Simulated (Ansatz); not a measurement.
Reactions of `C#CC(C)F`.

Calculated with Ansatz (gas phase, PBE0-D4/def2-TZVP geometries, no zero-point term in ΔE). CCSD(T)/CBS adds triple-zeta CCSD(T) − MP2 to the extrapolated MP2 energy (def2 sets, frozen cores). This one scheme is used for every species, atoms too. DFT in def2-TZVPP. Open shells (•) are unrestricted, without spin–orbit coupling. Spin–orbit coupling would lower the free atoms: a little for C, F. def2 core potentials past Kr. Bonds to Sn are less sure, by a few kJ/mol each and by 10 to 20 or more in all where they break to atoms, as the def2 sets lack core-valence functions. One conformer a species, not always the lowest.

```
                                        reaction  r2SCAN-D4 (eV)  PBE0-D4 (eV)
                   `C#CC(C)F` → 4 C• + F• + 5 H•           43.71         43.95
         `C#CC(C)F` + `CCl` → `C#CC(F)CCl` + CH₄           -0.04         -0.02
`C#CC(C)F` + `[SnH4]` → `C#C[CH](F)[SnH3]` + CH₄           -0.05         -0.02
                        `C#CC(C)F` → `C=C/C=C\F`           -0.82         -0.80
                        `C#CC(C)F` → `C=C=C(C)F`           -0.25         -0.23
```

Question: Give the CCSD(T)/CBS values in the same order. (An estimate is asked.)

Answer: Ansatz gave: 43.54, -0.04, -0.05, -0.64, -0.01 eV.

Largest T1 diagnostic: 0.013, for `C#C[CH](F)[SnH3]`.
